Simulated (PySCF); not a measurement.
Species: C₅H₄F₄O₂.
Cartesian coordinates in Å at the PBE0-D3(BJ)/def2-SVP level; atoms count from 1:
```xyz
15
C5H4F4O2 angstrom
F     -0.624   -2.108    0.287
C     -0.999   -0.852    0.668
C     -2.133   -0.301   -0.132
C     -1.739    0.857   -0.664
O     -0.471    1.232   -0.358
C      0.124    0.188    0.379
O      1.118   -0.435   -0.381
C      2.355    0.092   -0.336
F      3.138   -0.649   -1.089
F      2.842    0.101    0.910
F      2.392    1.347   -0.775
H     -1.214   -0.893    1.750
H     -3.104   -0.776   -0.245
H     -2.280    1.563   -1.295
H      0.561    0.623    1.289
```

Theory: TDDFT wB97X-D/def2-SVPD, vertical, gas phase, core orbitals frozen in the response in PySCF 2.14.0, density-fitted response routines.

Ground-to-excited transition dipoles (e·a0, same axes as the geometry; the sign carries no meaning), for the states with f of 0.002 or more among the lowest 7:

```csv
state,E (eV),μx,μy,μz
S1,6.292,-0.385,-0.823,0.412
S2,7.131,-0.154,0.212,0.199
S3,7.989,0.132,0.165,0.175
S4,8.126,-0.097,-0.011,-0.077
S5,8.261,-0.278,-0.044,0.114
S6,8.584,-0.152,-0.240,-0.032
S7,8.648,0.137,0.068,0.096
```

Problem. Work out the oscillator strengths.

Solution. f = (2/3) ΔE |μ|² with ΔE in hartree (27.2114 eV).

| state | \|μ\|² (au) | \|μ\| (D) | f |
| --- | --- | --- | --- |
| S1 | 0.995 | 2.54 | 0.153 |
| S2 | 0.108 | 0.84 | 0.019 |
| S3 | 0.075 | 0.70 | 0.015 |
| S4 | 0.015 | 0.31 | 0.003 |
| S5 | 0.092 | 0.77 | 0.019 |
| S6 | 0.082 | 0.73 | 0.017 |
| S7 | 0.033 | 0.46 | 0.007 |

Problem. Which bond between heavy atoms lies closest to the direction of the S1 transition dipole?

Solution. C3–C4, at 6° from it; next C8–F11 at 22°.

Problem. What angle do the transition dipoles of S1 and S5 make?

Solution. |cos θ| = |μa·μb| / (|μa| |μb|) = 0.63, so θ ≈ 51° (taken between 0 and 90°, since the signs are arbitrary).

Problem. What peak molar absorption coefficient would the strongest computed level give as a lone Gaussian band 0.5 eV wide at half height?

Solution. ε(max) = 2.175×10⁸ f / FWHM, with the width in cm⁻¹. S1: 2.175×10⁸ × 0.1533 / 4033 ≈ 8300 L mol⁻¹ cm⁻¹.

One conformer stands for the species.
